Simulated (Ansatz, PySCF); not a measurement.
Reaction 2 R1 → P1 + P2, each structure at its B3LYP-D3(BJ)/def2-TZVP stationary point, reached from a drawn start (curvature not checked).
P1, BI3 (SMILES IB(I)I) (charge 0, multiplicity 1):
```xyz
4

B      0.00002     0.00000     0.00000
I      2.12515     0.00000     0.00000
I     -1.06258     1.84040     0.00000
I     -1.06258    -1.84040     0.00000
```
R1, BI2 (SMILES I[B]I) (charge 0, multiplicity 2):
```csv
atom,x (Å),y (Å),z (Å)
B,-0.3000,-0.5302,0.0000
I,1.7973,-0.6669,0.0000
I,-1.4974,1.1972,0.0000
```
P2, BI (SMILES [B]I) (charge 0, multiplicity 1):
```xyz
2

B     -1.071     0.000     0.000
I      1.071     0.000     0.000
```

P less R. No zero-point or thermal terms; singlets are restricted closed shells; open shells are unrestricted; no spin–orbit coupling.

Codes used: Ansatz (an electronic-structure program) with Gaussian orbitals; PySCF for the D3/D4 terms. No computed number here is a measurement. Elements past Kr take the def2 small-core potentials, without spin–orbit coupling.

Task: One of these levels gives -20.99 kcal/mol for the reaction energy. Which one is it?
A. HF/def2-QZVPP
B. PBE-D4/def2-TZVPP
C. wB97M-V/def2-TZVPP
D. B3LYP-D4/def2-TZVPP

Result: B, PBE-D4/def2-TZVPP. The others give -8.18 (HF/def2-QZVPP), -22.91 (B3LYP-D4/def2-TZVPP), -31.24 (wB97M-V/def2-TZVPP)
